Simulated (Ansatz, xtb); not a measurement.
The molecule SiCu, multiplicity 2 (lowest of 2S+1 = 2, 4 at CCSD(T)/def2-TZVPP on PBE0 minima; our sources give no spin for the ground state, which may be another). No spin–orbit coupling. Cu is treated without relativity. The T1 diagnostic near the minimum is 0.084, so single-reference values are doubtful.

The constants come from a fifth-degree fit in 1/R (seven points, main isotopes). In def2 and cc sets the state is the lowest found near the PBE0 minimum, followed along R.

Correlated levels freeze the inner cores; with def2 sets outer-core shells near the valence are correlated too.

Run with Ansatz (a first-principles code); xtb for the GFN methods. Values without a source in brackets are computed. The GFN methods have no spin term and hold the electronic entropy of 300 K.

```
level              r_e (Å)  ω_e (cm⁻¹)  ω_e x_e (cm⁻¹)  dipole (D)
-----------------  -------  ----------  --------------  ----------
GFN2-xTB             2.214         399             2.4           -
SVWN5/def2-TZVPP     2.160         375             1.5        0.85
PBE/def2-TZVPP       2.215         349             1.4        1.06
r2SCAN/def2-TZVPP    2.191         [?]             1.5        1.53
B97M-V/def2-TZVPP    2.228         344             1.4        1.23
B3LYP/def2-TZVPP     2.246         325             1.4        1.23
BHLYP/def2-TZVPP     2.293         303             1.2        2.02
B2PLYP/def2-TZVPP      [?]         [?]             1.4           -
```

**Question.** Fill in the missing entries.

**Answer.** 
- B2PLYP/def2-TZVPP, r_e (Å): 2.230
- B2PLYP/def2-TZVPP, ω_e (cm⁻¹): 336
- r2SCAN/def2-TZVPP, ω_e (cm⁻¹): 360

Doubts at one or more of the structures used: a spin-contaminated determinant (r2SCAN/def2-TZVPP, B2PLYP/def2-TZVPP).
